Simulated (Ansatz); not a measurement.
Geometry optimisation, Ansatz, RKS r2SCAN/def2-SVP.

input.yaml

```yaml
crystal:
  periodic: [false, false, false]
  atoms:
    - { symbol: Ga, position_ang: [-1.0975, 0.2376, -0.7984] }
    - { symbol: F, position_ang: [0.9319, 0.2599, -1.4317] }
    - { symbol: H, position_ang: [-1.7068, -1.0252, -1.4122] }
    - { symbol: H, position_ang: [-1.4916, 1.7114, -0.7826] }
    - { symbol: H, position_ang: [0.8476, -0.1429, 1.1321] }
    - { symbol: O, position_ang: [-0.4176, -0.1806, 1.2446] }
    - { symbol: H, position_ang: [1.6432, 0.0928, -0.4813] }
    - { symbol: F, position_ang: [1.9532, -0.093, 0.66] }
    - { symbol: H, position_ang: [-0.6623, -0.8599, 1.8693] }
basis:
  gaussian: { orbitals: def2-SVP }
hamiltonian:
  xc: r2scan
relax:
  f_tol: 0.15
  max_steps: 25
  restrain:
    - { distance: [0, 5], at: 1.88, k: 30.0 }
    - { distance: [4, 7], at: 0.88, k: 30.0 }
    - { distance: [6, 1], at: 0.88, k: 30.0 }
    - { distance: [0, 1], at: 3.09, k: 30.0 }
    - { distance: [4, 5], at: 2.27, k: 30.0 }
    - { distance: [6, 7], at: 2.18, k: 30.0 }
output:
  orbitals: {}
```

Launched with:

```bash
$ ansatz run input.yaml --threads 2 --pin off --max-ram 3072MiB --backend cpu --events-out ev --progress --plain --runs-dir out
```

Question: Where does it end, and by what steps?

Answer: The run converged. The restraints hold the end off the free minimum. After 17 steps the energy has risen by 0.688 eV (the restraints' own energy left out); H9 moved furthest, 0.81 Å. Parted: Ga1–F2. Joined: F2–H7, H5–F8.

| step | energy less start (eV) | largest force component (eV/Å) | accepted |
| --- | --- | --- | --- |
| 0 | 0.0000 | 1.915 | yes |
| 1 | 0.3380 | 1.822 | yes |
| 2 | 1.3258 | 7.491 | yes |
| 3 | 0.9953 | 2.243 | yes |
| 4 | 0.8496 | 0.937 | yes |
| 5 | 0.9079 | 1.328 | no |
| 6 | 0.8563 | 1.318 | yes |
| 7 | 0.7958 | 1.352 | yes |
| 8 | 0.7296 | 1.439 | yes |
| 9 | 0.7066 | 1.428 | yes |
| 10 | 0.7122 | 0.855 | no |
| 11 | 0.6871 | 1.157 | no |
| 12 | 0.6969 | 1.320 | yes |
| 13 | 0.6896 | 1.083 | no |
| 14 | 0.6946 | 1.335 | yes |
| 15 | 0.6936 | 1.332 | yes |
| 16 | 0.6914 | 1.251 | yes |
| 17 | 0.6883 | 1.343 | yes |

```xyz
9
Properties=species:S:1:pos:R:3
Ga -1.513 0.242 -0.479
F 1.301 -0.158 -1.663
H -2.253 -0.847 -1.306
H -1.384 1.777 -0.627
H 1.396 0.253 1.512
O -0.736 -0.352 1.094
H 1.803 0.019 -0.921
F 2.238 0.373 1.175
H -0.852 -1.306 1.216
```

Run time: 59 s on 2 threads of Arm Neoverse V1, on a shared host, peak memory 0.16 GiB.
